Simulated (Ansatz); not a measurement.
CeCl3(NH3) in a box, plane waves

Ansatz 0.2.0, DFT PBE, scalar-relativistic, plane waves, PAW, molecule in a box. The geometry was relaxed with Gaussian bases (PBE0; Ce lcecp-1-SVP with ECP47, Cl def2-SVP, N def2-SVP, H def2-SVP).

```yaml
crystal:
  lattice:
    - [12.26, 0.0, 0.0]
    - [0.0, 12.26, 0.0]
    - [0.0, 0.0, 12.26]
  atoms:
    - { symbol: Ce, position: [0.53961175, 0.46026183, 0.53961175], spin: 1.0 }
    - { symbol: Cl, position: [0.63282626, 0.62735563, 0.63282626] }
    - { symbol: Cl, position: [0.37251794, 0.36704731, 0.63282626] }
    - { symbol: Cl, position: [0.63282626, 0.36704731, 0.37251794] }
    - { symbol: "N", position: [0.41685971, 0.58301387, 0.41685971] }
    - { symbol: H, position: [0.36704731, 0.63282626, 0.46149103] }
    - { symbol: H, position: [0.46149103, 0.63282626, 0.36704731] }
    - { symbol: H, position: [0.36704731, 0.53838254, 0.36704731] }
basis:
  ecutwfc: 420
  ecutrho_ratio: 4
kpoints:
  mp_grid: { grid: [1, 1, 1] }
hamiltonian:
  xc: pbe
scf:
  occupations: { method: gaussian, width: 0.01 }
output:
  forces: true
  eigenvalues: true
  populations: true
  hubbard: { sites: [{ species: Ce, l: f }] }
magnetization:
  spin_polarized: true
```

Command:
```sh
ansatz run input.yaml --threads 2 --pin off --max-ram 5120MiB --backend cpu --events-out ev --progress --plain --runs-dir out
```
It took 110 s on 2 threads of AMD EPYC 7R43 64-Core Processor (Zen 3) (shared host), peak memory 1.5 GiB.

**Question.** How does the SCF go?

**Answer.** 
```
SCF iter   1: F=—  HF=-10257.452481 eV  |F-HF|=—  |Δ(HF+E_count)|=         —  Δρ=1.22e-2 (↑1.22e-2 ↓1.21e-2)
Mixer restart at iter 1: flushing history
preconditioner: auto → Resta (q_TF=auto, 1.447 Å⁻¹)  ε∞=1.3  [insulator: Δε(μ)=4.918 eV  Ē_g=7.480 eV  σ=0.010 eV  W_gap=0.65  n_s
spin=Collinear: Resta preconditioning applied to the charge; magnetization (m = ρ↑ − ρ↓) channel mixes plain (no charge-response k
SCF iter   2: F=—  HF=-10254.609916 eV  |F-HF|=—  |Δ(HF+E_count)|=    2.84e0  Δρ=6.60e-3 (↑6.60e-3 ↓6.25e-3)
...
SCF iter  22: F=—  HF=-10254.690081 eV  |F-HF|=—  |Δ(HF+E_count)|=   1.34e-6  Δρ=1.34e-6 (↑8.20e-7 ↓1.34e-6)
SCF iter  23: F=—  HF=-10254.690087 eV  |F-HF|=—  |Δ(HF+E_count)|=   6.55e-6  Δρ=2.07e-6 (↑1.87e-6 ↓2.07e-6)
SCF iter  24: F=—  HF=-10254.690089 eV  |F-HF|=—  |Δ(HF+E_count)|=   1.66e-6  Δρ=9.22e-7 (↑7.82e-7 ↓9.22e-7)
SCF iter  25: F=-10254.690089 eV  HF=-10254.690089 eV  |F-HF|=7.09e-9  |Δ(HF+E_count)|=   6.17e-9  Δρ=3.46e-7 (↑3.46e-7 ↓2.69e-7)
SCF iter  26: F=-10254.690089 eV  HF=-10254.690089 eV  |F-HF|=7.09e-9  |Δ(HF+E_count)|=  7.28e-12  Δρ=3.46e-7 (↑3.46e-7 ↓2.69e-7)
```

**Question.** Which levels lie next to the highest filled one (eV, counted from it)?

**Answer.** Filled: -3.22, -3.06, -3.05, -2.99, -2.98, -2.92, -2.92, -2.91, -2.91, 0.00. Empty: 0.34, 0.39, 0.41, 0.67, 0.71, 0.74, 0.88, 0.91.

**Question.** How is the f shell of Ce1 filled?

**Answer.** Natural occupations, full = 1; up: 0.01, 0.02, 0.02, 0.02, 0.03, 0.04, 1.00; down: 0.01, 0.01, 0.01, 0.01, 0.02, 0.03, 0.03; in all 1.25 e.

**Question.** What forces are left at this geometry, relaxed with Gaussian bases (eV/Å)?

**Answer.** 
```
Ce   0.03 -0.03  0.06
Cl  -0.12 -0.19 -0.10
Cl   0.19  0.12 -0.10
Cl  -0.10  0.10  0.15
N    0.01 -0.01  0.00
H   -0.02  0.02  0.05
H    0.04  0.03 -0.03
H   -0.03 -0.04 -0.03
```

The open shells may stand above their lowest state.

The forces come from the other functional as well as from the basis.

An lcecp potential fixes the number of 4f electrons, so in runs with it no electron can move into or out of that shell.
